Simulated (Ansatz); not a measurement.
```xyz
3

N     0.0000    0.0000   -1.2320
N     0.0000    0.0000    0.5247
O     0.0000    0.0000    1.7168
```

Basis set: pcseg-2 (spherical functions). Charge 0, multiplicity 1.

Computed with Ansatz (development build ahead of 0.2.0); each method stands on the lowest determinant of its kind that the runs found.

The atomization energy at this shape (free ground-state atoms in the same class of orbitals less the molecule, no zero-point energy) of singlet N₂O:

```csv
method,atomization energy
ωB97X (unrestricted),518.1 kJ/mol
```

Task: What does r²SCAN (unrestricted) give?

Result: 580.9 kJ/mol. Caution for ωB97X (unrestricted): the unrestricted determinant is a mixture of spin states. Caution for r²SCAN (unrestricted): the unrestricted determinant is spin contaminated.

The shape needn't be a minimum at these levels.
